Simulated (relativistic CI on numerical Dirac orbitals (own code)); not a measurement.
What each ingredient does to the levels of Os XIII

Base calculation: Dirac-Coulomb-Breit CI, separate exchange-only KLI orbitals for each configuration, model QED, unscaled Slater integrals.

CI space (outside the closed core [Kr] 4d10): 4f¹⁴5s²5p², 4f¹³5s²5p³, 4f¹⁴5s5p³, 4f¹⁴5s²5p5d, 4f¹⁴5s5p²5d, 4f¹⁴5s²5p5f, 4f¹³5s²5p²5d, 4f¹⁴5s²5p5g, 4f¹⁴5s²5p6s, 4f¹⁴5s5p²5f, 4f¹⁴5p⁴, 4f¹³5p⁵, 4f¹³5p⁴5d, 4f¹⁴5s²5d², 4f¹⁴5s5d³, 4f¹³5s²5d³. Double excitations out of closed p, d and f shells are left out; levels of such configurations are missing from the list, as are those of other unlisted configurations, and high levels can miss mixing partners. Some configurations lack a partner that the ground configuration has and come out too high, among them 4f¹⁴5s5p²5f.

Variants: (1) valence Slater integrals scaled by 0.9; (2) one mean potential for all configurations. Shifts of the energy above 4f¹⁴5s²5p² ³P0, in cm⁻¹, for the lowest level and the first level of each name with at least 55 % of one term (blank where a level changes its place among those of its configuration and J or its character, or is not in the variant):

```tsv
Level	Base	Δ(1)	Δ(2)
4f¹⁴5s²5p² ³P0	0	0	0
4f¹⁴5s²5p² ³P1	108764	+1660	-834
4f¹⁴5s²5p² ¹D2	121882	+614	-669
4f¹³5s²5p³ ³D1	223339	+268	+6178
4f¹⁴5s²5p² ³P2	241901	+1346	-1473
4f¹⁴5s²5p² ¹S0	275574	-1969	-1539
4f¹³5s²5p³ ⁵F1	340809	+732	+7597
4f¹³5s²5p³ ³H6	343080	-1677	+6897
4f¹³5s²5p³ ¹P1	344747	-1731	+6929
4f¹³5s²5p³ ³P1	371331	-2447	+7513
4f¹³5s²5p³ ³P0	373525	-2693	+7438
4f¹⁴5s5p³ ³D°3	509822	+3266	-1905
4f¹⁴5s5p³ ³P°0	539608	+53	-1709
4f¹⁴5s²5p5d ³F°3	597096	-36	-1534
```

At this charge transitions that keep the count of f electrons are usually good to a few per cent. Levels and lines within the n = 5 or 6 shells can be off by up to 10 % or somewhat more, and those that change n by about 2 %, since core polarisation is missing. Levels that differ in their count of f electrons can be misplaced by several ten thousand cm⁻¹, since the correlation energy of f electrons is missing or only estimated; rates across such gaps can be off by orders of magnitude.

Ionisation energy from one configuration of each of the two ions, the ground ones as tabulated or assumed: base 277.363 eV; valence Slater integrals scaled by 0.9 277.501 eV. The NIST ASD value (theoretical) is 269 ± 14 eV.

LS names give the leading component of a level, which can be under half, so a name can repeat, a term be missing and a line seem to break the LS rules.
